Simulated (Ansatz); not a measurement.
CH4BBr (`BCBr`), relaxed with RKS PBE-D4/def2-SVP in Ansatz 0.2.0 from a rough embedded geometry. The force threshold is 0.03 eV/Å; the program also tests the step.

Total charge 0; spin multiplicity 1.

Start:

```xyz
7

B     0.795    0.106   -0.554
C    -0.465   -0.260    0.378
Br   -1.646    1.287    0.615
H     1.503    0.971   -0.172
H     0.928   -0.402   -1.578
H    -0.087   -0.589    1.375
H    -1.029   -1.112   -0.065
```

```json
{"step": "1", "energy (eV)": "-71800.7657", "largest force (eV/Å)": "2.335", "largest move (Å)": "0.000"}
{"step": "2", "energy (eV)": "-71800.8468", "largest force (eV/Å)": "1.334", "largest move (Å)": "0.130"}
{"step": "3", "energy (eV)": "-71800.9370", "largest force (eV/Å)": "0.420", "largest move (Å)": "0.082"}
{"step": "4", "energy (eV)": "-71800.9613", "largest force (eV/Å)": "0.923", "largest move (Å)": "0.200"}
{"step": "5", "energy (eV)": "-71801.0390", "largest force (eV/Å)": "0.780", "largest move (Å)": "0.156"}
{"step": "6", "energy (eV)": "-71801.1481", "largest force (eV/Å)": "0.504", "largest move (Å)": "0.198"}
{"step": "7", "energy (eV)": "-71801.1872", "largest force (eV/Å)": "0.121", "largest move (Å)": "0.108"}
{"step": "8", "energy (eV)": "-71801.1893", "largest force (eV/Å)": "0.147", "largest move (Å)": "0.027"}
{"step": "9", "energy (eV)": "-71801.1905", "largest force (eV/Å)": "0.023", "largest move (Å)": "0.014"}
```

End:

```xyz
7

B     0.671    0.206   -0.500
C    -0.350   -0.494    0.461
Br   -1.294    1.249    0.110
H     1.575    0.865   -0.027
H     0.598   -0.001   -1.695
H    -0.175   -0.536    1.550
H    -1.025   -1.289    0.101
```

Hardware: 2 threads of an AMD EPYC 9R45 on a shared host. Wall time 4.5 s, peak host memory 0.16 GiB.
